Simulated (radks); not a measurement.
All-electron atom: the chromium ion Cr2+ in [Ar] 3d4.

All-electron calculation, scalar-relativistic Kohn-Sham, PBE, spin-polarised, spherical densities, finite nucleus; open shells are filled with parallel spins first; Fermi nuclear charge, rms radius 3.6452 fm. Program: a radial shooting solver on a logarithmic mesh with Libxc functionals.

Energy parts (Ry):
| part | energy |
|---|---|
| total | -2099.63872 |
| kinetic | 2120.99493 |
| electron-nucleus | -4977.34657 |
| Hartree | 853.22714 |
| exchange-correlation | -96.51422 |

Orbitals (lengths in bohr, moments of r in powers of bohr; <r^-3> diverges for s and p1/2; r(max) is where P^2 peaks; r(90%) holds 90 % of the orbital's charge):
[
 {"orbital": "1s up", "occ.": "1", "eigenvalue (Ry)": "-433.7569", "r(max)": "0.04161", "<r^-3>": "-", "<r^4>": "0.00007592", "r(90%)": "0.113"},
 {"orbital": "1s down", "occ.": "1", "eigenvalue (Ry)": "-433.7586", "r(max)": "0.04161", "<r^-3>": "-", "<r^4>": "0.00007591", "r(90%)": "0.113"},
 {"orbital": "2s up", "occ.": "1", "eigenvalue (Ry)": "-50.61474", "r(max)": "0.2436", "<r^-3>": "-", "<r^4>": "0.01813", "r(90%)": "0.455"},
 {"orbital": "2s down", "occ.": "1", "eigenvalue (Ry)": "-50.50207", "r(max)": "0.2434", "<r^-3>": "-", "<r^4>": "0.01799", "r(90%)": "0.454"},
 {"orbital": "2p up", "occ.": "3", "eigenvalue (Ry)": "-42.77689", "r(max)": "0.1978", "<r^-3>": "361.3", "<r^4>": "0.01421", "r(90%)": "0.427"},
 {"orbital": "2p down", "occ.": "3", "eigenvalue (Ry)": "-42.69106", "r(max)": "0.1976", "<r^-3>": "362.5", "<r^4>": "0.01407", "r(90%)": "0.426"},
 {"orbital": "3s up", "occ.": "1", "eigenvalue (Ry)": "-7.09501", "r(max)": "0.7760", "<r^-3>": "-", "<r^4>": "1.396", "r(90%)": "1.34"},
 {"orbital": "3s down", "occ.": "1", "eigenvalue (Ry)": "-6.79050", "r(max)": "0.7764", "<r^-3>": "-", "<r^4>": "1.416", "r(90%)": "1.35"},
 {"orbital": "3p up", "occ.": "3", "eigenvalue (Ry)": "-4.98591", "r(max)": "0.7964", "<r^-3>": "43.62", "<r^4>": "2.011", "r(90%)": "1.47"},
 {"orbital": "3p down", "occ.": "3", "eigenvalue (Ry)": "-4.68584", "r(max)": "0.7971", "<r^-3>": "43.14", "<r^4>": "2.073", "r(90%)": "1.48"},
 {"orbital": "3d up", "occ.": "4", "eigenvalue (Ry)": "-1.77551", "r(max)": "0.8183", "<r^-3>": "3.476", "<r^4>": "8.373", "r(90%)": "2.07"},
 {"orbital": "3d down", "occ.": "0", "eigenvalue (Ry)": "-1.49695", "r(max)": "0.8263", "<r^-3>": "3.325", "<r^4>": "10.33", "r(90%)": "2.18"}
]

The highest occupied level is 3d up at -24.157 eV. The spin density at the nucleus is -1.080 e/bohr^3 (1s -0.007, 2s -1.575, 3s 0.503). Spin moment in Bohr magnetons: 4.
